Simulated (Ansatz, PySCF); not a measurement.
Process, species as SMILES: FCBr [bromo(fluoro)methane] -> [CH2]F + Br atom (the Br-C bond at the site shown breaks; other sites are not compared here)
Structures are relaxed separately at B3LYP-D3(BJ)/def2-TZVP in Ansatz (an electronic-structure program).

Quantity: bond dissociation energy (enthalpy at 298 K, with B3LYP-D3(BJ) rigid-rotor harmonic-oscillator terms from PySCF), in kcal/mol. Cores are frozen in the correlated levels unless marked. Open shells are spin-unrestricted. No spin-orbit coupling. The frozen core is the preceding noble-gas configuration, with the filled d and f shells of earlier blocks. No relativistic terms. Basis-set limits of correlation are two-point, X^-3; Hartree-Fock from the larger set.

CCSD(T)/CBS(cc-pVTZ,cc-pVQZ) (Ansatz) gives 73.3 kcal/mol.

**Question.** Another calculation gave 90.5 kcal/mol. Which level was it?
(A) PBE/def2-TZVPD (Ansatz)
(B) B97M-V/def2-TZVPD (Ansatz)
(C) SVWN5/def2-TZVPD (Ansatz)
(D) BHLYP/def2-TZVPD (Ansatz)

**Answer.** C, SVWN5/def2-TZVPD (Ansatz). The others give 71.7 (B97M-V), 74.3 (PBE), 63.6 (BHLYP) kcal/mol.
